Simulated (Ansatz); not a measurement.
Molecule: CH5O2Si, net charge 0, doublet state. It need not be the lowest isomer of its formula. 
Geometry from a B3LYP-D3(BJ)/def2-TZVP (Ansatz, a quantum-chemistry and plane-wave program) optimisation:
SMILES: C[Si](O)O
```xyz
9

Si     0.3540    -0.1961    -0.0403
C     -1.1129    -0.9283    -0.9527
O     -0.0892    -0.1885     1.5514
O      0.6291     1.3905    -0.4602
H     -0.9274    -0.9688    -2.0267
H     -1.9906    -0.3023    -0.7688
H     -1.3208    -1.9381    -0.5969
H      0.4328     0.3515     2.1517
H      1.2083     1.5568    -1.2084
```
Charge 0, spin multiplicity 2.

Computed values are from Ansatz. Cores are frozen in the correlated levels unless marked. UHF or UKS for open shells. Spin-orbit coupling is left out. Non-relativistic. CBS(X,Y): correlation extrapolated as X^-3; Hartree-Fock from the larger set. [CCSD(T)-MP2]/basis is that difference in the basis named.

Question: What is the atomisation energy De at RI-MP2/CBS(cc-pV(T+d)Z,cc-pV(Q+d)Z)+[CCSD(T)-MP2]/cc-pV(T+d)Z?

Answer: 815.9 kcal/mol.

Question: What is the T1 diagnostic at CCSD/cc-pV(T+d)Z?

Answer: 0.013.

Question: What is the dipole moment at CCSD(T)/aug-cc-pV(D+d)Z?

Answer: 1.36 D.

Question: What is the total energy at RI-MP2/CBS(cc-pV(T+d)Z,cc-pV(Q+d)Z)+[CCSD(T)-MP2]/cc-pV(T+d)Z?

Answer: -480.5419 Eh.
